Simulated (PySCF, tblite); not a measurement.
Isomers of C7H12FP. Computed values, GFN2-xTB/tblite, gas phase, harmonic and unscaled. This tight-binding method is rough: wavenumbers can miss measured ones by several per cent, in bad cases by 10 to 20. One conformer each.

Electronic energies: PBE0/pcSseg-1 single points on the GFN2-xTB geometries (PySCF, gas phase).

| SMILES | electronic energy, lowest = 0 (kcal/mol) |
| --- | --- |
| C=CC/P=C(\F)C(C)C | 26.1 |
| C/C=C\P=C(\F)C(C)C | 23.2 |
| CC(C)P1CC=C(F)C1 | 0.0 |

Problem. How do GFN2-xTB zero-point energies change the relative energies?

Solution. 
| SMILES | ZPE (kcal/mol) | of it from modes above 1550 cm⁻¹ | electronic (kcal/mol) | with ZPE, lowest = 0 (kcal/mol) | lowest mode (cm⁻¹) | rings |
| --- | --- | --- | --- | --- | --- | --- |
| CC(C)P1CC=C(F)C1 | 107.8 | 53.9 | 0.0 | 0.0 | 43 | 1 |
| C/C=C\P=C(\F)C(C)C | 107.3 | 54.2 | 23.2 | 22.8 | 11 | 0 |
| C=CC/P=C(\F)C(C)C | 107.2 | 54.3 | 26.1 | 25.5 | 33 | 0 |

The zero-point energies span 0.6 kcal/mol, from `C=CC/P=C(\F)C(C)C` to `CC(C)P1CC=C(F)C1`. The order is unchanged.

Problem. And how do the electronic energies of GFN2-xTB itself compare?

Solution. `CC(C)P1CC=C(F)C1` 0.0; `C/C=C\P=C(\F)C(C)C` 26.2; `C=CC/P=C(\F)C(C)C` 28.8 kcal/mol, lowest = 0. Against the energies above, taken from the same isomer `CC(C)P1CC=C(F)C1`, the largest difference is 3.0 kcal/mol.
